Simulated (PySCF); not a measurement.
Zn(F)(OH) (FHOZn), SMILES [F][Zn][OH].

Geometry: ωB97X-D3(BJ)/def2-TZVP. The values are those of a single conformer.

Calculation: IEF-PCM-ωB97X/def2-SVP in PySCF.

The values are the electrostatic part of the solvation free energy, E(continuum) − E(gas) at the gas-phase geometry, in a cavity of scaled van der Waals radii (PySCF's table); cavitation and dispersion terms are not included. A continuum can't describe solvent molecules that bind to the metal. In vacuum the orbital gap is 11.64 eV. The dipole moment in vacuum is 2.00 D.

| solvent | ε | ΔG(elec) (kcal/mol) | dipole (D) | gap (eV) |
|---|---|---|---|---|
| water | 78.36 | -22.1 | 2.19 | 11.92 |
| ethanol | 24.85 | -21.1 | 2.18 | 11.91 |
| chlorobenzene | 5.70 | -16.6 | 2.15 | 11.84 |
